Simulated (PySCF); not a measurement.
C₈H₈O.
Cartesian coordinates in Å at the PBE0-D3(BJ)/def2-SVP level; atoms count from 1:
```xyz
17
C8H8O angstrom
C      4.2757   -0.6419    0.4934
C      3.1035   -0.3762    0.3024
C      1.7824   -0.0771    0.0907
C      0.6066    0.1813   -0.1011
C     -0.7966    0.5169   -0.2896
C     -1.0762    2.0094   -0.1305
C     -1.7241   -0.3328    0.6083
C     -1.3769   -1.7859    0.7718
O     -2.6919    0.1682    1.1179
H      5.3106   -0.8753    0.6622
H     -1.0712    0.2078   -1.3192
H     -0.4958    2.5915   -0.8587
H     -2.1471    2.2011   -0.2760
H     -0.8078    2.3433    0.8814
H     -1.1050   -2.2430   -0.1915
H     -2.2224   -2.3148    1.2281
H     -0.4927   -1.8751    1.4225
```

Level: PBE0/pcSseg-1 and PBE0/def2-SVPD in PySCF, non-relativistic, on one gas-phase PBE0-D3(BJ)/def2-SVP geometry that isn't relaxed in the solvent. The solvent is an IEF-PCM continuum (van der Waals radii × 1.2). Only the electrostatic response of the medium enters.

Gas phase at PBE0/pcSseg-1: HOMO -7.13 eV, LUMO -1.00 eV, dipole 1.96 D.

Task: What does the continuum do to the energy, the frontier levels and the dipole at PBE0/pcSseg-1 in water?

Result: 
| solvent | ε | E(solvent) − E(gas) (kcal/mol) | polarisation term (kcal/mol) | distortion of the solute (kcal/mol) | HOMO (eV) | LUMO (eV) | dipole (D) |
| --- | --- | --- | --- | --- | --- | --- | --- |
| water | 78.36 | -7.05 | -8.22 | 1.17 | -7.17 | -0.99 | 2.59 |

The first energy column is the sum of the next two and covers electrostatics alone.

Task: Which radius a makes the point-dipole formula ΔE = −[(ε − 1)/(2ε + 1)]·μ²/a³ give the value in water, with the gas-phase dipole?

Result: μ = 0.772 au and |ΔE| = 0.01124 Eh give a = 1.57 Å; the farthest nucleus lies 5.45 Å from the centroid of the nuclei, so such a sphere wouldn't even hold the nuclei. The formula assumes a rigid point dipole at the centre of a sphere.

Task: Give the dipole vector in the frame of the coordinates (D, pointing from negative to positive charge), gas and water.

Result: Gas (1.25, -1.03, -1.11), solvent (1.53, -1.38, -1.57). Its length changes by +32 % and its direction by 4°.

Task: Which Hirshfeld charges (PBE0/pcSseg-1) respond most in water (means over atoms taken as equivalent)?

Result: 
| atoms | environment | gas (e) | solvent (e) | change |
| --- | --- | --- | --- | --- |
| O9 | ketone oxygen | -0.214 | -0.250 | -0.036 |
| C2 | alkyne carbon | -0.042 | -0.063 | -0.021 |
| H11 | methine hydrogen | +0.063 | +0.080 | +0.017 |
| C3 | alkyne carbon | -0.050 | -0.066 | -0.016 |
| H10 | alkyne hydrogen | +0.102 | +0.118 | +0.016 |
| C7 | ketone carbonyl carbon | +0.182 | +0.191 | +0.009 |

Task: Which Mayer bond orders change most in water?

Result: 
```csv
bond,length (Å),gas,solvent,change
C7–O9,1.203,2.044,2.002,-0.042
C1–C2,1.217,2.269,2.252,-0.017
C5–H11,1.110,0.890,0.873,-0.017
C7–C8,1.503,1.026,1.041,+0.015
C4–C5,1.455,0.999,1.008,+0.009
C5–C7,1.545,0.894,0.903,+0.009
C2–C3,1.371,0.958,0.950,-0.008
C8–H15,1.100,0.946,0.939,-0.007
```

Gas phase at PBE0/def2-SVPD: HOMO -7.14 eV, LUMO -1.06 eV, dipole 2.04 D.

Task: What does the continuum do to the energy, the frontier levels and the dipole at PBE0/def2-SVPD in water?

Result: 
| solvent | ε | E(solvent) − E(gas) (kcal/mol) | polarisation term (kcal/mol) | distortion of the solute (kcal/mol) | HOMO (eV) | LUMO (eV) | dipole (D) |
| --- | --- | --- | --- | --- | --- | --- | --- |
| water | 78.36 | -7.17 | -8.52 | 1.35 | -7.18 | -1.03 | 2.77 |

Task: How does the static polarisability (PBE0/def2-SVPD, frozen core, with the continuum's full static response) change?

Result: 
```tsv
medium	isotropic (au)	principal values (au)	⟨r²⟩ of the electrons (bohr²)
gas	105.1	68.0, 82.4, 164.9	1645.5
water	142.1	95.5, 107.1, 223.8	1645.1
```

The isotropic value in water is 1.35 times the gas-phase one; no cavity-field correction is applied. ⟨r²⟩ is taken about the centre of nuclear charge.
